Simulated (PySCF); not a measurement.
# Telling isomers of C$_{5}$H$_{4}$F$_{4}$O$_{2}$ apart by NMR

- PBE0/pcSseg-1 with gauge-including orbitals
- spin–spin couplings from B3LYP/pcJ-1 (spin–dipole term left out of most H,H and C,H couplings)
- PBE0-D3(BJ)/def2-SVP geometry
- program: PySCF
- gas phase, relativity neglected, rapidly exchanging positions averaged, a single conformation

Referencing at the same level of theory: TMS for 1H, 13C. Multiplet labels drop J under 1 Hz and among equivalent protons, and merge close values. Unscaled 3J(H,H) run several per cent high. One-bond C–F couplings are unscaled and too large by tens of Hz. Shifts are as computed. Against solution values, carbons near 30 ppm lie about +2 ppm off and those near 130 ppm about +5 ppm. Of 1313 compounds with measured shifts, 239 miss one by over three times the rms of a fit or turn the order of signals round; such compounds aren't used in these exercises.

(1) Tabulate the signals of `FC1=C(OC(F)F)OC[C@H]1F`, `F/C=C\O/C=C(/F)OC(F)F`, `F[C@@H]1C=CO[C@H]1OC(F)(F)F` and their relative energies.

(2) What is the quickest way to tell FC1=C(OC(F)F)OC[C@H]1F from F[C@@H]1C=CO[C@H]1OC(F)(F)F?

(3) What is the quickest way to tell FC1=C(OC(F)F)OC[C@H]1F from F/C=C\O/C=C(/F)OC(F)F?

(4) What is the quickest way to tell F/C=C\O/C=C(/F)OC(F)F from F[C@@H]1C=CO[C@H]1OC(F)(F)F?

Results:

(1) 
```tsv
SMILES	carbon types	δC	δH	E rel. (kcal/mol)
FC1=C(OC(F)F)OC[C@H]1F	2×C 2×CH 1×CH2	151.3, 129.3, 118.2, 90.4, 73.5	6.58 (dd, 1H), 5.48 (ddd, 1H), 4.37 (ddd, 1H), 4.05 (m, 1H)	20.9
F/C=C\O/C=C(/F)OC(F)F	1×C 4×CH	153.3, 138.4, 131.2, 122.8, 117.4	7.52 (dd, 1H), 6.18 (t, 1H), 6.15 (dd, 1H), 5.47 (ddd, 1H)	45.3
F[C@@H]1C=CO[C@H]1OC(F)(F)F	1×C 4×CH	161.4, 127.3, 105.2, 104.4, 99.3	6.69 (ddd, 1H), 5.77 (d, 1H), 5.53 (td, 1H), 5.47 (ddd, 1H)	0.0
```

Energies are electronic energies at PBE0/pcSseg-1 on these geometries, without zero-point or thermal terms, each for the one conformer computed, which needn't be the lowest.

(2) Both give the same number of carbon signals, but DEPT or the intensities differ. The first has an sp3 CH2 bonded to O at 73.5 ppm, the second an alkene carbon bearing oxygen (CH) at 161.4 ppm. Their most deshielded carbons lie at 151.3 and 161.4 ppm.

(3) Both give the same number of carbon signals, but DEPT or the intensities differ. The first has an sp3 CH2 bonded to O at 73.5 ppm, the second a β carbon of an enol-ether or enamine type C=C (CH) at 138.4 ppm. Their most deshielded carbons lie at 151.3 and 153.3 ppm. In the proton spectra the most deshielded non-exchanging signals are 6.58 (dd, J = 89.3, 76.4 Hz, 1H) and 7.52 (dd, J = 2.9, 1.3 Hz, 1H).

(4) Both give the same number of carbon signals, with the same numbers of each carbon type, so the positions decide. The first has an alkene carbon bearing oxygen (C) at 153.3 ppm, the second a CF3 carbon (C) at 127.3 ppm. Their most deshielded carbons lie at 153.3 and 161.4 ppm. In the proton spectra the most deshielded non-exchanging signals are 7.52 (dd, J = 2.9, 1.3 Hz, 1H) and 6.69 (ddd, J = 5.3, 3.6, 1.2 Hz, 1H).
